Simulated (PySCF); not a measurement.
arsine (AsH₃), SMILES [AsH3]. Coordinates come from a B3LYP-D3(BJ)/def2-TZVPD optimisation.

PySCF with TDA-M06-2X/def2-TZVPD puts the lowest singlet excitations at 6.80, 7.07, 7.07, 8.99, 9.08, 9.08 eV.

**Question.** What are the lowest excitation roots from ADC(2)/aug-cc-pVDZ (PySCF 2.14.0)? (Estimate from the structure and the level; the computed values follow.)

**Answer.** 6.66, 7.22, 7.22, 8.22, 8.22, 8.55 eV. S1 differs by -0.14 eV (second minus first; roots are paired by order, and the bases may differ).
